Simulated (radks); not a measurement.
Ru3+, 41 electrons, occupied as [Kr] 4d5. Method: scalar-relativistic Kohn-Sham, PBE, spin-polarised, spherical densities, point nucleus; open shells are filled with parallel spins first (spin-orbit coupling, left out, can overturn this in heavy ions); computed with a radial shooting solver on a logarithmic mesh with Libxc functionals.

Unscreened Slater integrals over Kohn-Sham orbitals (eV). They are taken over the spin-up orbitals.

integral,value
"F0(4d,4d)",17.206
"F2(4d,4d)",8.7136
"F4(4d,4d)",5.7281
"F0(4d,4p)",19.177
"F2(4d,4p)",9.5308
"G1(4d,4p)",11.950
"G3(4d,4p)",7.3246
"F0(4d,4s)",19.795
"G2(4d,4s)",8.7283
"F0(4d,3d)",23.161
"F2(4d,3d)",4.3636
"F4(4d,3d)",1.8984
"G0(4d,3d)",1.3954
"G2(4d,3d)",1.5867
"G4(4d,3d)",1.1987
"F0(4p,4p)",22.044
"F2(4p,4p)",11.617
"F0(4p,4s)",23.014
"G1(4p,4s)",15.647
"F0(4p,3d)",28.530
"F2(4p,3d)",6.6601
"G1(4p,3d)",2.1226
"G3(4p,3d)",2.0584
"F0(4s,4s)",24.144
"F0(4s,3d)",30.761
"G2(4s,3d)",2.5046
"F0(3d,3d)",64.485
"F2(3d,3d)",31.908
"F4(3d,3d)",20.305

Derived for the open shells (J is the average intra-shell exchange parameter used in DFT+U). 4d: Racah B = F2/49 - 5 F4/441 = 0.1129 eV, C = 35 F4/441 = 0.4546 eV, C/B = 4.03, F4/F2 = 0.657, J = (F2 + F4)/14 = 1.032 eV.
